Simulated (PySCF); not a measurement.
C6H6O, SMILES C(=C)=C1C=COC1.

Geometry: B3LYP-D3(BJ)/def2-SVP. The structure was generated by enumeration, and PubChem lists no compound with its InChIKey, so it may never have been made. Other conformers were not sampled.

Level of theory: PBE/def2-TZVP (PySCF).

Symmetry labels are those of the subgroup Cs that the program uses (full group Cs).

Question: List the valence orbital energies around the gap with their symmetry. (The exact figures need the calculation; the answer reports its results.)

Answer: 
```tsv
orbital	symmetry	energy (eV)
HOMO−7	A"	-10.59
HOMO−6	A'	-10.14
HOMO−5	A'	-9.67
HOMO−4	A'	-8.86
HOMO−3	A"	-8.62
HOMO−2	A"	-7.32
HOMO−1	A'	-6.44
HOMO	A"	-4.75
LUMO	A"	-1.32
LUMO+1	A'	-0.82
LUMO+2	A"	0.72
LUMO+3	A'	0.85
```
